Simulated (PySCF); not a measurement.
BaF, SMILES [F][Ba+], charge +1.

The structure is a stationary point at PBE0-D3(BJ)/def2-TZVPD. The spin state was assumed, not searched. The def2 effective core potentials stand for the cores of Ba; spin–orbit coupling is left out.

Computed with PySCF with TDA-PBE/def2-TZVPD.

Vertical excitations; the highest root listed may be one member of a degenerate set. Gas-phase values at a fixed geometry. State labels are in the subgroup C2v.

Computed lowest excited states:
```
state  symmetry  energy (eV)  λ (nm)      f                                     main pairs
-----  --------  -----------  ------  -----  ---------------------------------------------
S1           A1         5.91     210  0.009                                HOMO→LUMO 100 %
S2           B1         6.16     201  0.002                   HOMO−2→LUMO (degenerate set)
S3           B2         6.16     201  0.002                   HOMO−1→LUMO (degenerate set)
S4           A2         6.54     190  0.000                   HOMO→LUMO+2 (degenerate set)
S5           A1         6.54     190  0.000                   HOMO→LUMO+1 (degenerate set)
S6           B2         6.73     184  0.000  HOMO−1→LUMO+1, HOMO−2→LUMO+2 (degenerate set)
S7           B1         6.73     184  0.000  HOMO−2→LUMO+1, HOMO−1→LUMO+2 (degenerate set)
S8           B1         6.79     183  0.001  HOMO−1→LUMO+2, HOMO−2→LUMO+1 (degenerate set)
S9           B2         6.79     183  0.001  HOMO−2→LUMO+2, HOMO−1→LUMO+1 (degenerate set)
S10          B1         7.33     169  0.007                               HOMO→LUMO+3 99 %
T1           A1         5.86     212      0                                HOMO→LUMO 100 %
T2           B2         6.12     203      0                   HOMO−1→LUMO (degenerate set)
T3           B1         6.12     203      0                   HOMO−2→LUMO (degenerate set)
T4           A2         6.45     192      0                              HOMO→LUMO+2 100 %
```
Triplets are in the Tamm–Dancoff approximation.
